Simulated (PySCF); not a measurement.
## PW91 on Gd (gadolinium, neutral)

Configuration: [Xe] 4f7 5d1 6s2, high-spin 9D determinant. All numbers are calculated (PySCF 2.14, scalar relativity by spin-free X2C-1e, in cc-pVDZ-X2C (8s7p5d3f1g, 84 functions)).

```
Total energy                                                  : -11271.82 hartree
One-electron energy                                           : -15402.24 hartree
Hartree (Coulomb) energy                                      : 4384.13 hartree
Exchange-correlation energy                                   : -253.70 hartree
⟨S²⟩                                                          : 20.1662
⟨L²⟩                                                          : 6.561
Sum of ⟨r⟩                                                    : 44.64 bohr
Sum of ⟨r²⟩                                                   : 81.69 bohr²
Traceless quadrupole moment −½Σ⟨3z² − r²⟩ along its main axis : 0.392 e·bohr²
Langevin diamagnetic susceptibility                           : -64.7 ×10⁻⁶ cm³/mol
```

```json
{"shell": "1s α", "electrons": "1", "mean orbital energy (eV)": "-49974.5", "spread (eV)": "0", "rms radius, mean of both spins (bohr)": "0.0249"}
{"shell": "1s β", "electrons": "1", "mean orbital energy (eV)": "-49974.5", "spread (eV)": "0", "rms radius, mean of both spins (bohr)": "0.0249"}
{"shell": "2s α", "electrons": "1", "mean orbital energy (eV)": "-8252.2", "spread (eV)": "0", "rms radius, mean of both spins (bohr)": "0.101"}
{"shell": "2s β", "electrons": "1", "mean orbital energy (eV)": "-8252.1", "spread (eV)": "0", "rms radius, mean of both spins (bohr)": "0.101"}
{"shell": "2p α", "electrons": "3", "mean orbital energy (eV)": "-7358.0", "spread (eV)": "0.030", "rms radius, mean of both spins (bohr)": "0.0906"}
{"shell": "2p β", "electrons": "3", "mean orbital energy (eV)": "-7357.9", "spread (eV)": "0.054", "rms radius, mean of both spins (bohr)": "0.0906"}
{"shell": "3s α", "electrons": "1", "mean orbital energy (eV)": "-1830.8", "spread (eV)": "0", "rms radius, mean of both spins (bohr)": "0.261"}
{"shell": "3s β", "electrons": "1", "mean orbital energy (eV)": "-1828.3", "spread (eV)": "0", "rms radius, mean of both spins (bohr)": "0.261"}
{"shell": "3p α", "electrons": "3", "mean orbital energy (eV)": "-1552.6", "spread (eV)": "0.098", "rms radius, mean of both spins (bohr)": "0.261"}
{"shell": "3p β", "electrons": "3", "mean orbital energy (eV)": "-1550.0", "spread (eV)": "0.100", "rms radius, mean of both spins (bohr)": "0.261"}
{"shell": "3d α", "electrons": "5", "mean orbital energy (eV)": "-1178.2", "spread (eV)": "0.083", "rms radius, mean of both spins (bohr)": "0.240"}
{"shell": "3d β", "electrons": "5", "mean orbital energy (eV)": "-1176.2", "spread (eV)": "0.109", "rms radius, mean of both spins (bohr)": "0.240"}
{"shell": "4s α", "electrons": "1", "mean orbital energy (eV)": "-370.40", "spread (eV)": "0", "rms radius, mean of both spins (bohr)": "0.588"}
{"shell": "4s β", "electrons": "1", "mean orbital energy (eV)": "-364.23", "spread (eV)": "0", "rms radius, mean of both spins (bohr)": "0.588"}
{"shell": "4p α", "electrons": "3", "mean orbital energy (eV)": "-278.28", "spread (eV)": "0.180", "rms radius, mean of both spins (bohr)": "0.624"}
{"shell": "4p β", "electrons": "3", "mean orbital energy (eV)": "-272.15", "spread (eV)": "0.193", "rms radius, mean of both spins (bohr)": "0.624"}
{"shell": "4d α", "electrons": "5", "mean orbital energy (eV)": "-149.26", "spread (eV)": "0.202", "rms radius, mean of both spins (bohr)": "0.686"}
{"shell": "4d β", "electrons": "5", "mean orbital energy (eV)": "-143.20", "spread (eV)": "0.252", "rms radius, mean of both spins (bohr)": "0.686"}
{"shell": "5s α", "electrons": "1", "mean orbital energy (eV)": "-50.583", "spread (eV)": "0", "rms radius, mean of both spins (bohr)": "1.42"}
{"shell": "5s β", "electrons": "1", "mean orbital energy (eV)": "-47.285", "spread (eV)": "0", "rms radius, mean of both spins (bohr)": "1.42"}
{"shell": "5p α", "electrons": "3", "mean orbital energy (eV)": "-28.040", "spread (eV)": "0.163", "rms radius, mean of both spins (bohr)": "1.67"}
{"shell": "5p β", "electrons": "3", "mean orbital energy (eV)": "-25.490", "spread (eV)": "0.655", "rms radius, mean of both spins (bohr)": "1.67"}
{"shell": "4f α", "electrons": "7", "mean orbital energy (eV)": "-10.351", "spread (eV)": "0.212", "rms radius, mean of both spins (bohr)": "0.969"}
{"shell": "6s α", "electrons": "1", "mean orbital energy (eV)": "-4.302", "spread (eV)": "0", "rms radius, mean of both spins (bohr)": "4.27"}
{"shell": "6s β", "electrons": "1", "mean orbital energy (eV)": "-3.845", "spread (eV)": "0", "rms radius, mean of both spins (bohr)": "4.27"}
{"shell": "5d α", "electrons": "1", "mean orbital energy (eV)": "-3.214", "spread (eV)": "0", "rms radius, mean of both spins (bohr)": "3.00"}
```

Spin-orbit coupling, absent here, splits the open shell strongly. ⟨S²⟩ = 20.17 against 20.00 shows spin contamination.

Densities and radii are taken from the X2C orbitals without a picture-change correction, which distorts them close to the nucleus.
